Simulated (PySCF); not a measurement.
**Where the electron goes**

Species: CH₅FGe.
Cartesian coordinates in Å at the PBE0-D3(BJ)/def2-SVP level; atoms count from 1:
```xyz
8
CH5FGe angstrom
F     -1.402    1.040    0.846
C     -0.920    0.088   -0.022
Ge     1.051    0.131   -0.020
H     -1.283   -0.907    0.291
H     -1.310    0.286   -1.035
H      1.585   -0.947   -0.983
H      1.531    1.518   -0.477
H      1.562   -0.145    1.404
```

The calculation used TDDFT CAM-B3LYP/def2-SVPD, vertical, gas phase, core orbitals frozen in the response in PySCF. Relativistic effects, spin–orbit coupling among them, are left out although an element past zinc is present.

Kohn–Sham orbitals with the atoms that hold most of them (Löwdin shares over 4%, at most four atoms; ? is withheld):

```
orbital  ε (eV)                            atoms
 HOMO-3  -11.76   F1 45%, C2 18%, Ge3 10%, H5 8%
 HOMO-2  -11.15  Ge3 43%, H6 31%, H8 11%, H7 10%
 HOMO-1  -10.86  Ge3 34%, H7 20%, H8 20%, C2 10%
   HOMO       ?                                ?
   LUMO    0.92                                ?
 LUMO+1    1.30  Ge3 30%, C2 22%, H7 11%, H8 11%
 LUMO+2    1.88   Ge3 40%, F1 16%, H6 11%, C2 9%
```

Q: Give the leading atoms of the HOMO.

A: C2 (bonded to F, Ge and 2 H) 32%; F1 (bonded to C) 26%; Ge3 (bonded to C and 3 H) 23%; H4 (bonded to C) 5%.

Q: Which atoms hold the LUMO, and with what shares?

A: Ge3 (bonded to C and 3 H) 54%; C2 (bonded to F, Ge and 2 H) 11%; H6 (bonded to Ge) 9%; H7 (bonded to Ge) 8%. By element: germanium 54%, hydrogen 16% or more, carbon 11%.

Q: What is the HOMO energy, and the HOMO–LUMO gap?

A: ε(HOMO) = -9.97 eV; the gap is 10.89 eV (0.4003 hartree).

Q: The HOMO–LUMO gap is 10.89 eV. Where does the response calculation put the lowest singlet, and from which orbitals?

A: S1 is at 7.79 eV (f = 0.033), 3.11 eV below the gap, made of HOMO→LUMO (66%), HOMO→LUMO+1 (24%). 

Next come S2 at 8.08 eV (f 0.0062), HOMO→LUMO+2 (68%), HOMO→LUMO (19%); S3 at 8.62 eV (f 0.296), HOMO→LUMO+1 (62%), HOMO→LUMO+2 (15%), HOMO→LUMO (12%); S4 at 8.63 eV (f 0.024), HOMO-1→LUMO (53%), HOMO-1→LUMO+1 (23%), HOMO→LUMO+3 (15%); S5 at 8.82 eV (f 0.010), HOMO→LUMO+3 (76%), HOMO-1→LUMO (16%).
